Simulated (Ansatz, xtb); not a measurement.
## Relative energy of two structures of BF3PSi

Structure a: a doublet given by its coordinates. Structure b: `FB1[P][Si]1(F)F`, a doublet. Both are isolated molecules in the gas phase, relaxed with PBE-D3(BJ)/def2-SVP.

a (Å):

```xyz
6

B    -1.2591   -1.7042   -0.4015
F    -2.0575    0.5342    3.4597
F    -1.1865   -2.8325    0.3168
F    -1.0763   -1.8292   -1.7163
P    -1.6002    0.0566    0.2942
Si   -1.7536   -0.5942    2.3086
```

Close contacts (Å): B1–F3 1.34, B1–F4 1.33, B1–P5 1.92, F2–Si6 1.64, P5–Si6 2.12.

b (Å):

```xyz
6

B    -2.0951   -0.0664   -0.7450
F    -2.6407    1.0130   -1.2647
F     0.2409   -0.3677    1.4931
F    -2.0478   -1.1229    2.3272
P    -1.5853   -1.8068   -0.9218
Si   -1.2339   -0.8013    0.9527
```

Problem. Estimate E(b) − E(a) at the level CCSD(T)/def2-SVP.

Solution. Calculated at CCSD(T)/def2-SVP: E(b) − E(a) = +2.5 kcal/mol, so structure a lies lower.

The same difference at several levels:

```tsv
level	geometry	E(b) − E(a) (kcal/mol)	departure from the last row (kcal/mol)	job, with rough time for the two
GFN2-xTB	GFN2-xTB	+11.0	+8.5	optimisation, 0.32 s
HF/STO-3G	GFN2-xTB	+50.2	+47.6	single point, 1.6 s
r2SCAN-D4/def2-SVP	GFN2-xTB	−0.3	−2.8	single point, 8.4 s
PBE-D3(BJ)/def2-SVP	PBE-D3(BJ)/def2-SVP	+0.5	−2.0	optimisation, 59 s
HF/def2-SVP	PBE-D3(BJ)/def2-SVP	+8.5	+6.0	part of the CCSD(T) run
MP2/def2-SVP	PBE-D3(BJ)/def2-SVP	−1.3	−3.8	part of the CCSD(T) run
CCSD(T)/def2-SVP	PBE-D3(BJ)/def2-SVP	+2.5		single point, 42 s
```

MP2/def2-SVP puts the two in the other order. r2SCAN-D4/def2-SVP finds them nearly level. The largest departure from CCSD(T)/def2-SVP is that of HF/STO-3G, 47.6 kcal/mol.

With harmonic frequencies from PBE-D3(BJ)/def2-SVP (ideal gas, rigid rotor, one conformer each, 400 K, 1 atm): on the last row, ΔE + ΔZPE = +2.6 kcal/mol. A mode under 50 cm⁻¹ makes harmonic enthalpies and free energies unreliable, so none is given.

Open shells are spin-unrestricted, with notable spin contamination under HF/STO-3G. The correlated steps freeze 14 core orbitals. Programs: Ansatz 0.2.0, xtb 6.7.1; the last row on 2 threads of Arm Neoverse V2 on a shared host.
